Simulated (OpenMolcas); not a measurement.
**Au5+: moving or changing the point charges**

Au5+ among 8 point charges of -1.2 e arranged as a cube (Oh), 2.14 Å from the ion.
```
   1.2355    1.2355    1.2355  -1.20
   1.2355    1.2355   -1.2355  -1.20
   1.2355   -1.2355    1.2355  -1.20
   1.2355   -1.2355   -1.2355  -1.20
  -1.2355    1.2355    1.2355  -1.20
  -1.2355    1.2355   -1.2355  -1.20
  -1.2355   -1.2355    1.2355  -1.20
  -1.2355   -1.2355   -1.2355  -1.20
```

```yaml
Program: OpenMolcas 26.06
Method: CASSCF
Basis: ANO-RCC-VTZP [8s7p5d3f1g]
Scalar_Hamiltonian: DKH2, point nucleus
Active_space: 6 electrons in 5 orbitals (5d)
State_averaging: 2S+1 = 5 even, 5 roots; 2S+1 = 3 even, 45 roots; 2S+1 = 1 even, 50 roots
Spin-orbit_coupling: state interaction with AMFI integrals over the reference wave functions
```

Runs around this geometry, states (labels of O, the rotations of Oh). Energies in cm-1 above the lowest state or level, χT in cm3 K/mol; 10Dq and B are least-squares fits to the states below 45000 cm-1, weighted by degeneracy, with a free offset, and given where the rms deviation is under 5 % of |10Dq| (or 100 cm-1) and under 700 cm-1; 10Dq is negative for this site.

```tsv
R (Å)	q (e)	Ground state	First state of that spin	10Dq	B (rms of fit)	First gap with spin-orbit (degeneracies)	χT at 300 K	First state of another spin
2.14	-0.96	5E	5T2 2028	-1985	1001 (29)	86.7 (1, 3)	5.061	3T1 20268
2.14	-1.2	5E	5T2 2535	-2482	1002 (36)	112.6 (1, 3)	4.991	3T1 20022
2.29	-1.2	5E	5T2 1808	-1771	1001 (26)	75.7 (1, 3)	5.087	3T1 20363
```

Taking |10Dq| as R^-n, n = -ln(1771 / 2482) / ln(2.29 / 2.14) = 5.0 between the shortest and longest distance. The point-charge formula for a cubic d site gives n = 5.

Scaling the charges by -0.96 / -1.2 = 0.80 scales |10Dq| by 1985 / 2482 = 0.80; with fixed orbitals a first-order splitting would follow the charge.

An orbital doublet at a regular site is open to a Jahn-Teller distortion, which this geometry leaves out. Without dynamic correlation the repulsion within the d shell is too large (B by tens of per cent), so at a given field states of lower spin stand too high. Point charges give a weaker field than real ligands, and real ions of this kind are as a rule low spin; the high spin found here belongs to the model. The ground term spreads over less than 5000 cm-1, several times less than with real ligands, so orbital moments are less quenched and χT lies further from the spin-only value than at real sites. Spin-orbit coupling mixes the spin-free states strongly: the lowest level takes only 54 % from its leading state, 5E (figures for R = 2.14, q = -0.96; the like holds for R = 2.14, q = -1.2, R = 2.29, q = -1.2). Point charges carry no covalency, so the field is a model and not that of real ligands. No measured value stands beside these numbers.
